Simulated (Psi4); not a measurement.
FK (SMILES [F][K]), singlet, geometry from GFN2-xTB (such geometries of metal compounds can be far from the true shape); PBE0/STO-3G (Psi4 1.11).

Psi4 was given this input:
```
memory 2 GB

molecule mol {
0 1
K    -0.000000   -0.000000   -0.649928
F     0.000000    0.000000    1.372071
}

set {
  basis sto-3g
  reference rks
}

energy('pbe0')
print_variables()
```

Question: Write the output that Psi4 gives for this input, abridged.

Answer: 
```
   => Loading Basis Set <=

    Name: STO-3G
    Role: ORBITAL
    Keyword: BASIS

         ---------------------------------------------------------
                                   SCF
               by Justin Turney, Rob Parrish, Andy Simmonett
                          and Daniel G. A. Smith
                              RKS Reference
         ---------------------------------------------------------

  ==> Geometry <==

    Molecular point group: c2v
    Full point group: C_inf_v

    Geometry (in Angstrom), charge = 0, multiplicity = 1:

       Center              X                  Y                   Z               Mass
    ------------   -----------------  -----------------  -----------------  -----------------
         K            0.000000000000     0.000000000000    -0.662756280425    38.963706486400
         F            0.000000000000     0.000000000000     1.359242719575    18.998403162730

  Running in c2v symmetry.

  Rotational constants: A = ************  B =      0.32285  C =      0.32285 [cm^-1]
  Rotational constants: A = ************  B =   9678.81409  C =   9678.81409 [MHz]
  Nuclear repulsion =   44.752397515809847

  Charge       = 0
  Multiplicity = 1
  Electrons    = 28
  Nalpha       = 14
  Nbeta        = 14

  ==> Algorithm <==

  SCF Algorithm Type is DF.
  DIIS enabled.
  MOM disabled.
  Fractional occupation disabled.
  Guess Type is SAD.
  Energy threshold   = 1.00e-06
  Density threshold  = 1.00e-06
  Integral threshold = 1.00e-12

  ==> Primary Basis <==

  Basis Set: STO-3G
    Blend: STO-3G
    Number of shells: 10
    Number of basis functions: 18
    Number of Cartesian functions: 18
    Spherical Harmonics?: true
    Max angular momentum: 1

  ==> DFT Potential <==

   => LibXC <=

    Version 7.1.2
    S. Lehtola, C. Steigemann, M. J. T. Oliveira, and M. A. L. Marques,  SoftwareX 7, 1–5 (2018) (10.1016/j.softx.2017.11.002)

   => Composite Functional: PBE0 <=

    PBE0 Hyb-GGA Exchange-Correlation Functional

    C. Adamo and V. Barone,  J. Chem. Phys. 110, 6158 (1999) (10.1063/1.478522)
    M. Ernzerhof and G. E. Scuseria,  J. Chem. Phys. 110, 5029 (1999) (10.1063/1.478401)

    Deriv               =              1
    GGA                 =           TRUE
    Meta                =          FALSE

    Exchange Hybrid     =           TRUE
    MP2 Hybrid          =          FALSE

   => Exchange Functionals <=

    0.7500   Perdew, Burke & Ernzerhof

   => Exact (HF) Exchange <=

    0.2500               HF

   => Correlation Functionals <=

    1.0000   Perdew, Burke & Ernzerhof

   => LibXC Density Thresholds  <==

    XC_HYB_GGA_XC_PBEH:  1.00E-15

   => Molecular Quadrature <=

    Radial Scheme          =       TREUTLER
    Pruning Scheme         =           NONE
    Nuclear Scheme         =       TREUTLER

    Blocking Scheme        =         OCTREE
    BS radius alpha        =              1
    Pruning alpha          =              1
    Radial Points          =             75
    Spherical Points       =            302
    Total Points           =          40233
    Total Blocks           =            375
    Max Points             =            255
    Max Functions          =             18
    Weights Tolerance      =       1.00E-15

   => Loading Basis Set <=

    Name: (STO-3G AUX)
    Role: JKFIT
    Keyword: DF_BASIS_SCF

  ==> Integral Setup <==

  SCF_SUBTYPE=INCORE selected. In-core MEM_DF algorithm will be used.
  Using in-core AOs.

  ==> MemDFJK: Density-Fitted J/K Matrices <==

    J tasked:                   Yes
    K tasked:                   Yes
    wK tasked:                   No
    Algorithm:                 Core
    Schwarz Cutoff:           1E-12
    Mask sparsity (%):       3.0864
    Fitting Condition:        1E-10

   => Auxiliary Basis Set <=

  Basis Set: (STO-3G AUX)
    Blend: DEF2-UNIVERSAL-JKFIT
    Number of shells: 69
    Number of basis functions: 237
    Number of Cartesian functions: 296
    Spherical Harmonics?: true
    Max angular momentum: 4

  Minimum eigenvalue in the overlap matrix is 3.8402418561E-01.
  Reciprocal condition number of the overlap matrix is 2.2243476915E-01.
    Using symmetric orthogonalization.

  ==> Pre-Iterations <==

  SCF Guess: Superposition of Atomic Densities via on-the-fly atomic UHF (no occupation information).

   -------------------------
    Irrep   Nso     Nmo
   -------------------------
     A1        10      10
     A2         0       0
     B1         4       4
     B2         4       4
   -------------------------
    Total      18      18
   -------------------------

  ==> Iterations <==

                           Total Energy        Delta E     RMS |[F,P]|

   @DF-RKS iter SAD:  -691.42232695962912   -6.91422e+02   0.00000e+00
   @DF-RKS iter   1:  -691.74029073808322   -3.17964e-01   1.93658e-02 DIIS/ADIIS
   @DF-RKS iter   2:  -684.70866117030027    7.03163e+00   2.71857e-01 ADIIS
   @DF-RKS iter   3:  -690.66433284231130   -5.95567e+00   1.19124e-01 ADIIS
   @DF-RKS iter   4:  -691.80260079826007   -1.13827e+00   2.28565e-02 DIIS/ADIIS
   @DF-RKS iter   5:  -691.85962755822857   -5.70268e-02   4.92541e-04 DIIS/ADIIS
   @DF-RKS iter   6:  -691.85965283873452   -2.52805e-05   2.88087e-04 DIIS/ADIIS
   @DF-RKS iter   7:  -691.85966376463909   -1.09259e-05   2.75527e-05 DIIS
   @DF-RKS iter   8:  -691.85966388298402   -1.18345e-07   2.53480e-06 DIIS
   @DF-RKS iter   9:  -691.85966388423049   -1.24646e-09   1.19408e-06 DIIS
   @DF-RKS iter  10:  -691.85966388442932   -1.98838e-10   1.86164e-08 DIIS
  Energy and wave function converged.

  ==> Post-Iterations <==

   Electrons on quadrature grid:
      Ntotal   =   28.0001222971 ; deviation = 1.223e-04

    Orbital Energies [Eh]
    ---------------------

    Doubly Occupied:

[...]
    Virtual:

[...]
      10A1     0.352089

    Final Occupation by Irrep:
             A1    A2    B1    B2
    DOCC [     8,    0,    3,    3 ]
    NA   [     8,    0,    3,    3 ]
    NB   [     8,    0,    3,    3 ]

  @DF-RKS Final Energy:  -691.85966388442932

   => Energetics <=

    Nuclear Repulsion Energy =             44.7523975158098466
    One-Electron Energy =               -1048.0508988389531169
    Two-Electron Energy =                 344.6194945004190231
    DFT Exchange-Correlation Energy =     -33.1806570617050056
    Empirical Dispersion Energy =           0.0000000000000000
    VV10 Nonlocal Energy =                  0.0000000000000000
    Total Energy =                       -691.8596638844292102

Computation Completed

Properties will be evaluated at   0.000000,   0.000000,   0.000000 [a0]

Properties computed using the SCF density matrix

 Multipole Moments:

 ------------------------------------------------------------------------------------
     Multipole            Electronic (a.u.)      Nuclear  (a.u.)        Total (a.u.)
 ------------------------------------------------------------------------------------

 L = 1.  Multiply by 2.5417464519 to convert [e a0] to [Debye]
 Dipole X            :          0.0000000            0.0000000            0.0000000
 Dipole Y            :          0.0000000            0.0000000            0.0000000
 Dipole Z            :         -0.8312696           -0.6787610           -1.5100306
 Magnitude           :                                                    1.5100306

 ------------------------------------------------------------------------------------

  Variable Map:
  ----------------------------------------------------------------------------
[...]
  Array Variable Map:
  ----------------------------------------------------------------------------
[...]
[...]
```
